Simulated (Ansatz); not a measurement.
Consider the cleavage of the Sb–Ge bond: `[GeH3][SbH2]` + `O[SiH3]` → `[SiH3][O][SbH2]` + GeH₄.

Gas-phase electronic energies from Ansatz, PBE0-D4/def2-TZVP geometries. CBS: MP2 limit from def2 TZ/QZ plus the TZ coupled-cluster correction, frozen cores. DFT in def2-TZVPP. Elements past krypton have def2 core potentials. For Ge, Sb outer-core shells are correlated without core-valence functions, which leaves a few kJ/mol of doubt a bond. Scalar relativity is left out up to krypton.

```csv
level,ΔE (kcal/mol),difference from CCSD(T)/CBS
PBE-D4,12.0,1.8
r2SCAN-D4,10.7,0.5
r2SCAN0-D4,12.2,2.0
B2PLYP,9.7,-0.5
r2SCAN,10.8,0.6
BHLYP,9.7,-0.5
LC-ωPBE,10.1,-0.1
RPA@PBE/def2-TZVPP,8.1,-2.1
HF/def2-SVP,10.3,0.1
HF/CBS(def2),6.8,-3.4
CCSD(T)/CBS,10.2,0
```

Largest T1 diagnostic among the species: 0.014.

From r2SCAN to r2SCAN0 (25 % exact exchange), in def2-TZVPP and without D4, ΔE moves by +1.5 kcal/mol. In def2-TZVPP, CCSD(T) changes the Hartree–Fock value by +2.2 kcal/mol (the triples alone add +0.0 kcal/mol) and MP2 by +3.2 kcal/mol.
